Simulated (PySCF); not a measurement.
SMILES BCCc1ccccc1 (C8H11B), GFN2-xTB optimised geometry.

```
20

B     -2.18    -1.77    -2.58
C     -1.43    -2.57    -1.46
C     -1.45    -1.97    -0.04
C     -0.70    -0.67     0.00
C     -1.36     0.55     0.00
C     -0.65     1.74     0.00
C      0.73     1.72     0.00
C      1.40     0.51     0.00
C      0.69    -0.67     0.00
H     -2.04    -2.11    -3.69
H     -2.90    -0.89    -2.33
H     -1.89    -3.57    -1.42
H     -0.39    -2.76    -1.74
H     -2.48    -1.81     0.27
H     -0.99    -2.68     0.66
H     -2.44     0.56     0.01
H     -1.18     2.68     0.01
H      1.28     2.65     0.00
H      2.48     0.50     0.00
H      1.23    -1.62     0.01
```

Density from PBE0/def2-SVP (PySCF 2.14.0) at that geometry.

Minimum of the electron density along straight lines between bonded atoms, close to the bond critical point (lines longer than 1.1 times the sum of covalent radii, or with two minima, are not listed):

```csv
bond,length / Å,ρ at the minimum / e bohr⁻³,∇²ρ there / e bohr⁻⁵,position (fraction from the first atom)
B1–C2,1.568,0.185,-0.17,0.33
C2–C3,1.539,0.235,-0.52,0.50
C3–C4,1.502,0.256,-0.60,0.49
C4–C5,1.388,0.310,-0.79,0.50
C5–C6,1.384,0.312,-0.80,0.50
C6–C7,1.384,0.312,-0.80,0.50
C7–C8,1.385,0.312,-0.80,0.50
C4–C9,1.390,0.310,-0.79,0.50
C8–C9,1.383,0.313,-0.80,0.50
B1–H10,1.170,0.182,-0.15,0.43
B1–H11,1.168,0.182,-0.15,0.43
C2–H12,1.097,0.263,-0.90,0.62
C2–H13,1.094,0.269,-0.94,0.62
C3–H14,1.091,0.277,-1.01,0.62
C3–H15,1.094,0.275,-0.99,0.62
C5–H16,1.081,0.283,-1.07,0.63
C6–H17,1.081,0.283,-1.07,0.63
C7–H18,1.080,0.283,-1.07,0.63
C8–H19,1.081,0.283,-1.07,0.63
C9–H20,1.081,0.282,-1.06,0.63
```
